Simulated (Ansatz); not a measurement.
# Relative stability

Two relaxed structures of SiH$_{2}$SeO, singlet (PBE0-D4/def2-TZVP; forces vanish, vibrations not checked).

A:

| atom | x (Å) | y (Å) | z (Å) |
| --- | --- | --- | --- |
| O1 | 0.4256 | -0.4221 | 0.7456 |
| Si2 | 0.1744 | 0.5369 | -0.5955 |
| Se3 | 0.8863 | -2.1613 | 0.5215 |
| H4 | 2.2788 | -1.9765 | 0.9657 |
| H5 | -0.2174 | 1.7490 | 0.2634 |

B:

```
atom    x (Å)    y (Å)    z (Å)
  O1  -0.0619  -0.4386   1.2934
 Si2  -0.1651   0.2290  -0.2080
 Se3   1.3308  -1.3126   0.2817
  H4  -1.3492  -0.1195  -1.0203
  H5   0.2454   1.6417  -0.3468
```

Ansatz 0.2.0; basis: def2-TZVPP; cores frozen in the correlated methods. Filled d shells of the heavier atoms are correlated. The def2 sets are not built for correlating such inner shells, so the correlated values are less sure here. B3LYP uses VWN-RPA correlation.

Q: Which structure is lower at CCSD(T), and by how much? (To be estimated.)

A: Computed: B, by 107.6 kJ/mol (electronic energy, against the other). By their contacts, A is SiH₂SeO ([SiH][O][SeH]) and B is SiH₂SeO ([O]1[SiH2][Se]1).

All methods give the same order:

```csv
method,E(B) − E(A) (kJ/mol)
PBE-D4,-116.9
r2SCAN-D4,-132.1
PBE0-D4,-119.8
B3LYP-D4,-103.8
wB97M-V,-102.6
HF,-97.0
MP2,-126.2
CCSD,-102.4
CCSD(T),-107.6
```

No T1 diagnostic of these runs exceeds 0.015. The restricted Hartree–Fock reference is unstable towards an unrestricted one at one or more of these structures.

Labels in which every atom is bracketed show which atoms are joined, not bond orders.

For scale, one of the runs: CCSD(T)/def2-TZVPP, 149 basis functions, launched by `ansatz run in.yaml --threads 2 --pin off --events-out ev --progress --plain --max-ram 4352MiB`. Time: 35 s of wall clock on 2 CPU threads of an Arm Neoverse V1; the host was shared. Peak host memory: 0.93 GiB.
